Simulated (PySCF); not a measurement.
Species: C6H7FO2.
Numbering: `[CH3:1][O:2][C:3]1=[C:4]([F:5])[CH2:6][CH2:7][C:8]1=[O:9]` (hydrogens: H10, H11, H12 on C1; H13, H14 on C6; H15, H16 on C7)

A PySCF run (density fitting, gas phase, GFN2-xTB geometry) gave HOMO -8.78 eV, LUMO 0.67 eV, dipole 3.52 D and E = -482.848 Eh.

**Question.** Which of these levels was it?
A. PBE0/def2-SVPD
B. LDA/IGLO-II
C. HCTH407/def2-SVPD
D. wB97X-D/pcseg-1
E. PBE0/pcSseg-1

**Answer.** D. It is wB97X-D/pcseg-1. All candidates on this geometry:

```json
{"level and settings": "LDA/IGLO-II", "kind": "LDA", "basis functions": "240", "SCF cycles": "17", "E (Eh)": "-479.4343", "HOMO (eV)": "-5.87", "LUMO (eV)": "-2.21", "dipole (D)": "3.47"}
{"level and settings": "HCTH407/def2-SVPD", "kind": "GGA", "basis functions": "245", "SCF cycles": "17", "E (Eh)": "-482.7039", "HOMO (eV)": "-6.02", "LUMO (eV)": "-2.29", "dipole (D)": "3.47"}
{"level and settings": "PBE0/pcSseg-1", "kind": "global hybrid", "basis functions": "188", "SCF cycles": "15", "E (Eh)": "-482.5292", "HOMO (eV)": "-6.94", "LUMO (eV)": "-1.07", "dipole (D)": "3.46"}
{"level and settings": "PBE0/def2-SVPD", "kind": "global hybrid", "basis functions": "245", "SCF cycles": "15", "E (Eh)": "-482.2557", "HOMO (eV)": "-7.07", "LUMO (eV)": "-1.19", "dipole (D)": "3.56"}
{"level and settings": "wB97X-D/pcseg-1", "kind": "range-separated hybrid", "basis functions": "161", "SCF cycles": "15", "E (Eh)": "-482.8482", "HOMO (eV)": "-8.78", "LUMO (eV)": "0.67", "dipole (D)": "3.52"}
```

The nearest other candidate, by the summed differences of HOMO and LUMO, is PBE0/def2-SVPD: its HOMO differs by +1.71 eV and its LUMO by -1.86 eV. wB97X-D ran without the empirical dispersion term, which would shift the total energy alone. Cycle counts include a coarse-grid stage where the run had one.

The values belong to the conformer `[CH3:1][O:2][C:3]1=[C:4]([F:5])[CH2:6][CH2:7][C:8]1=[O:9]`: C1–O2–C3–C4 0°.
